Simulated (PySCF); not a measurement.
Species: Si(NMeEt)H3, C3H11NSi.
Bonds: Si1–N2, N2–C3, N2–C4, C4–C5. Hydrogens: H14, H15, H16 on Si1; H6, H7, H8 on C3; H9, H10 on C4; H11, H12, H13 on C5.

The calculation used PySCF 2.14.0, delta-SCF UKS SCAN, pcX-2 on the ionised atom, pcseg-1 elsewhere, spin-free X2C. Each binding energy is the total energy of the core-ionised species, with the hole localised on one atom, minus that of the ground state; both are solved self-consistently, so orbital relaxation is included.

Some binding energies are withheld.

```
atom(s)     bonded to     level  binding energy (eV)
     C3     N and 3 H      C 1s               291.47
     C4  N, C and 2 H      C 1s                    ?
     C5     C and 3 H      C 1s                    ?
     N2    2 C and Si      N 1s                    ?
    Si1     N and 3 H     Si 1s              1846.57
    Si1     N and 3 H  Si 2p3/2               106.72
```

(1) What is the N 1s binding energy of N2 (atom 2)?

(2) Fill in C 1s for C5.

(3) Fill in C 1s for C4.

Results:

(1) 404.16 eV (nitrogen bonded to 2 C and Si).

(2) 290.51 eV (carbon bonded to C and 3 H). The other listed C 1s value is that of C3; the shift against it is -0.96 eV.

(3) 291.42 eV (carbon bonded to C, N and 2 H). The other listed C 1s value is that of C3; the shift against it is -0.05 eV.

The listed C 1s values span 0.96 eV, from C5 (bonded to C and 3 H) to C3 (bonded to N and 3 H). The values 291.42 and 291.47 eV lie too close for their order to be trusted.

Question: Give the binding energy of N 1s of N2 in hartree and in kJ/mol.

Answer: 404.16 eV = 14.8526 Eh = 38996 kJ/mol.

2p3/2 and 2p1/2 are the ΔSCF energy of one spin-free 2p hole plus the eigenvalues of a spin–orbit and ligand-field matrix of the shell. 2p1/2 minus 2p3/2 (ligand field included): Si 0.62 eV. One conformer (not necessarily the lowest) at the PBE0-D3(BJ)/def2-SVP geometry, without solvent, vibrations or thermal averaging.
